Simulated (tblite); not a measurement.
Compound: CH8F2N2Si2.
SMILES with atom numbers: `[NH2:1][Si@@H:2]([F:3])[NH:4][SiH2:5][CH2:6][F:7]` (hydrogens: H8, H9 on N1; H10 on Si2; H11 on N4; H12, H13 on Si5; H14, H15 on C6)

Structure optimised with GFN2-xTB, isolated species.

(1) List the bond lengths, angles and torsions at this level.

Results:

(1) 
| bond | length (Å) |
| --- | --- |
| N1–Si2 | 1.713 |
| Si2–F3 | 1.610 |
| Si2–N4 | 1.725 |
| N4–Si5 | 1.722 |
| Si5–C6 | 1.915 |
| C6–F7 | 1.384 |
| N1–H8, N1–H9 | 1.006 |
| Si2–H10 | 1.452 |
| N4–H11 | 1.009 |
| Si5–H12 | 1.465 |
| Si5–H13 | 1.465 |
| C6–H14 | 1.091 |
| C6–H15 | 1.092 |

Bonds in one row agree within 0.01 Å and their mean is given. A selection of angles:
| angle | degrees |
| --- | --- |
| Si2–N1–H8 | 119.7 |
| Si2–N1–H9 | 118.2 |
| H8–N1–H9 | 110.4 |
| N1–Si2–F3 | 104.3 |
| N1–Si2–N4 | 106.6 |
| N1–Si2–H10 | 121.2 |
| F3–Si2–N4 | 111.9 |
| F3–Si2–H10 | 103.9 |
| N4–Si2–H10 | 108.9 |
| Si2–N4–Si5 | 126.9 |
| Si2–N4–H11 | 114.8 |
| Si5–N4–H11 | 115.5 |
| N4–Si5–C6 | 105.4 |
| N4–Si5–H12 | 108.9 |
| N4–Si5–H13 | 114.1 |
| C6–Si5–H12 | 107.9 |
| C6–Si5–H13 | 108.7 |
| H12–Si5–H13 | 111.4 |
| Si5–C6–F7 | 110.4 |
| Si5–C6–H14 | 112.2 |
| Si5–C6–H15 | 113.2 |
| F7–C6–H14 | 106.3 |
| F7–C6–H15 | 106.0 |
| H14–C6–H15 | 108.3 |

Dihedral angles: N1–Si2–N4–Si5 -178° (antiperiplanar); Si2–N4–Si5–C6 -172° (antiperiplanar); N4–Si5–C6–F7 -56° (synclinal).

N4 (nitrogen bridging silicon atoms) is almost planar (angles 126.9°, 115.5° and 114.8°, sum 357.3°, 0.13 Å off the plane of its three neighbours). Si2 (fluorine-bound silicon) is distorted tetrahedral (angles from 103.9° to 121.2°). N1 (silicon-bound nitrogen) has angles 119.7°, 118.2° and 110.4°, sum 348.2°, 0.24 Å off the plane of its three neighbours. Of the pairs four or more bonds apart, F7···H11 is among the closest relative to their van der Waals radii: 2.78 Å, 104 % of the sum of Bondi's values. Si5 (SiH2 silicon) is distorted tetrahedral (angles from 105.4° to 114.1°).

Point group: C1 (no symmetry element, even within 0.4 Å). Its GFN2-xTB frequencies are all real (lowest 23 cm⁻¹). The numbers are those of one conformer (H–N1–Si2–F3 -177° and 44°, N1–Si2–N4–Si5 -178°, Si2–N4–Si5–C6 -172°, N4–Si5–C6–F7 -56°). 3 starts were optimised and ended at 0.00, 0.39 and 1.04 kcal/mol (GFN2-xTB); the lowest of these is shown.

The numbers are calculated, not measured.
